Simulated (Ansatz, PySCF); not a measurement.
System: PbI$_{2}$, charge 0, multiplicity 1. SMILES: [I][Pb][I]
Structure (B3LYP-D3(BJ)/def2-TZVP (Ansatz, a quantum-chemistry and plane-wave program) minimum search):
```
Pb
I 1 2.8372
I 1 2.8372 2 101.23
```

Quantity: vertical ionisation energy (to the doublet state of charge +1; each state is the SCF solution reached for its spin; the UHF <S^2> is 0.85 for the doublet (pure: 0.75); for the doublet the Hartree-Fock reference is unstable and T1 is 0.032), in eV. Valence correlation only, unless marked. UHF or UKS for open shells. No spin-orbit coupling. The frozen core is the preceding noble-gas configuration, with the filled d and f shells of earlier blocks. Past Kr the def2 sets carry scalar-relativistic core potentials. CBS(X,Y): correlation extrapolated as X^-3; Hartree-Fock from the larger set.

```json
[
 {"level": "RI-HF/def2-TZVPPD", "program": "Ansatz", "vertical ionisation energy (eV)": "8.35"},
 {"level": "SVWN5/def2-TZVPD", "program": "Ansatz", "vertical ionisation energy (eV)": "8.95"},
 {"level": "PBE/def2-TZVPD", "program": "Ansatz", "vertical ionisation energy (eV)": "8.71"},
 {"level": "B3LYP/def2-TZVPD", "program": "Ansatz", "vertical ionisation energy (eV)": "8.93"},
 {"level": "PBE0/def2-TZVPD", "program": "Ansatz", "vertical ionisation energy (eV)": "8.99"},
 {"level": "CAM-B3LYP/def2-TZVPD", "program": "Ansatz", "vertical ionisation energy (eV)": "9.17"},
 {"level": "RI-MP2/def2-TZVPPD", "program": "Ansatz", "vertical ionisation energy (eV)": "9.20"},
 {"level": "RI-MP2/CBS(def2-TZVPPD,def2-QZVPPD)", "program": "Ansatz", "vertical ionisation energy (eV)": "9.40"},
 {"level": "CCSD/def2-SVPD", "program": "Ansatz", "vertical ionisation energy (eV)": "8.97"}
]
```

For comparison, minus the highest occupied orbital energy (PySCF): 6.68 eV at TPSSh/def2-TZVPD, 9.35 eV at HF/def2-TZVPD, 8.42 eV at CAM-B3LYP/def2-TZVPD.
